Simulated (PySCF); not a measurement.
C₃H₁₀BeOSi, SMILES C[CH](C)[Be][O][SiH3] at its GFN2-xTB optimised geometry (Å):

```
16

Be    -1.3208    -1.5481    -2.5926
C     -1.8504    -2.3017    -4.0774
C     -3.1479    -1.6865    -4.6302
C     -2.0674    -3.8179    -3.9312
H     -1.1189    -2.1972    -4.8894
H     -3.4404    -2.1815    -5.5587
H     -3.9667    -1.7962    -3.9226
H     -3.0212    -0.6266    -4.8379
H     -1.1507    -4.3171    -3.6259
H     -2.3897    -4.2514    -4.8802
H     -2.8328    -4.0349    -3.1894
O     -0.9157    -0.9525    -1.3911
Si    -0.4549    -0.2656     0.0000
H     -1.0082    -1.0890     1.0758
H     -1.0083     1.0890     0.0000
H      1.0083    -0.2656     0.0000
```

Computed with PBE0/def2-TZVP (PySCF). Cells within 0.4 Å of a nucleus heavier than hydrogen are left out (blank, or x).

Map of the deformation density (molecule minus spherical neutral atoms) (e/bohr³) on the plane z = 0.0 Å:

```
|1111111111111111111111111111111|
|1111111111111111111111111111111|
|1111111111111111111111111111111|
|1111111111111111111111111111111|
|1111111111111111111111111111111|
|1111111111111111111111111111111|
|1111111111111111111111111111111|
|1111111111111111111111111111111|
|1111111111111111111111111111111|
|1111111111222211111111111111111|
|1111111112474321111111111111111|
|1111111123697421111111111111111|
|1111111123677421111111111111111|
|1111111112455321122211111111111|
|1111111111233211233321111111111|
|111111110001xxx2356531111111111|
|111111110000xxx2468941111111111|
|111111110000xxx1367631111111111|
|1111111100001101234321111111111|
|1111111111110000122211111111111|
|1111111111110000011111111111111|
|1111111111111000011111111111111|
|1111111111111111111111111111111|
|1111111111111111111111111111111|
|1111111111111111111111111111111|
|1111111111111111111111111111111|
|1111111111111111111111111111111|
|1111111111111111111111111111111|
|1111111111111111111111111111111|
|1111111111111111111111111111111|
|1111111111111111111111111111111|
```
Scale: ten equal steps from -0.020 (start of '0') to 0.099 (end of '9'), in the order '0123456789'; x runs from -3.50 to 3.50, y from -3.50 (bottom) to 3.50 (top).
